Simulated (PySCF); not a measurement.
A mixed set of molecules. Computed, not measured: PySCF, TDDFT B3LYP/def2-SVPD, vertical, gas phase, core orbitals frozen in the response, def2 core potentials past Kr. Geometries: PBE0-D3(BJ)/def2-SVP; one conformer of each isolated species. Triplets are in the Tamm–Dancoff approximation. Atoms past krypton carry core potentials; spin–orbit coupling is left out.

Question: Rank by computed lowest singlet excitation energy, highest first.
A. `O=C(O)Cc1ccccc1`
B. `C=C(C)C1=CBC=CC=C1`
C. `[CH3][Cd][F]`
D. `[SiH3][C@@H]([SiH2]CC)F`
E. `C=C=CC#CC#N`
F. `Cc1ccccc1C(=O)O`

Answer: D (6.97 eV), C (6.72 eV), A (5.24 eV), F (4.72 eV), E (4.47 eV), B (4.05 eV).

```json
{"SMILES": "CC[SiH2][C@@H](F)[SiH3]", "S1 (eV)": "6.97", "LUMO (eV)": "0.08", "f (S1)": "0.021", "HOMO (eV)": "-8.01", "α (au)": "94.6", "T1 (eV)": "6.46", "S1 mainly": "H→L (71%)"}
{"SMILES": "[CH3][Cd][F]", "S1 (eV)": "6.72", "LUMO (eV)": "-1.20", "f (S1)": "0.005", "HOMO (eV)": "-8.38", "α (au)": "43.4", "T1 (eV)": "5.37", "S1 mainly": "H-2/H-1→L (≥94%)"}
{"SMILES": "O=C(O)Cc1ccccc1", "S1 (eV)": "5.24", "LUMO (eV)": "-0.91", "f (S1)": "0.000", "HOMO (eV)": "-7.03", "α (au)": "99.1", "T1 (eV)": "4.06", "S1 mainly": "H-1→L (52%)"}
{"SMILES": "Cc1ccccc1C(=O)O", "S1 (eV)": "4.72", "LUMO (eV)": "-1.71", "f (S1)": "0.041", "HOMO (eV)": "-7.13", "α (au)": "102.0", "T1 (eV)": "3.76", "S1 mainly": "H→L (82%)"}
{"SMILES": "C=C=CC#CC#N", "S1 (eV)": "4.47", "LUMO (eV)": "-2.33", "f (S1)": "0.000", "HOMO (eV)": "-7.48", "α (au)": "90.9", "T1 (eV)": "–", "S1 mainly": "H→L+1 (91%)"}
{"SMILES": "C=C(C)C1=CBC=CC=C1", "S1 (eV)": "4.05", "LUMO (eV)": "-2.19", "f (S1)": "0.001", "HOMO (eV)": "-6.84", "α (au)": "130.3", "T1 (eV)": "2.79", "S1 mainly": "H-1→L (51%)"}
```

H and L stand for HOMO and LUMO; a dash means that no computed state gives the value. A slash joins orbitals within 0.01 eV of each other, whose weights are summed (≥ marks a lower bound).

- `CC[SiH2][C@@H](F)[SiH3]`: Löwdin shares by element: HOMO carbon 32% or more, silicon 27%, fluorine 22% (atoms not listed hold the other 19%); LUMO silicon 38%, carbon 14% or more, fluorine 8% (atoms not listed hold the other 40%).
- `[CH3][Cd][F]`: for S1 the Löwdin share of cadmium is 6% in HOMO-2 and 59% in LUMO (ligand-to-metal charge transfer by this measure).
- `O=C(O)Cc1ccccc1`: Löwdin shares by element: HOMO carbon 61% or more (atoms not listed hold the other 39%); LUMO carbon 42% or more, oxygen 10% or more (atoms not listed hold the other 48%).
- `Cc1ccccc1C(=O)O`: Löwdin shares by element: HOMO carbon 69% or more (atoms not listed hold the other 31%); LUMO carbon 44% or more, oxygen 13% or more (atoms not listed hold the other 43%).
- `C=C=CC#CC#N`: Löwdin shares by element: HOMO carbon 71% or more (atoms not listed hold the other 29%); LUMO carbon 51% or more, nitrogen 13% (atoms not listed hold the other 36%).
- `C=C(C)C1=CBC=CC=C1`: Löwdin shares by element: HOMO carbon 44% or more, boron 12% (atoms not listed hold the other 44%); LUMO carbon 62% or more (atoms not listed hold the other 38%).
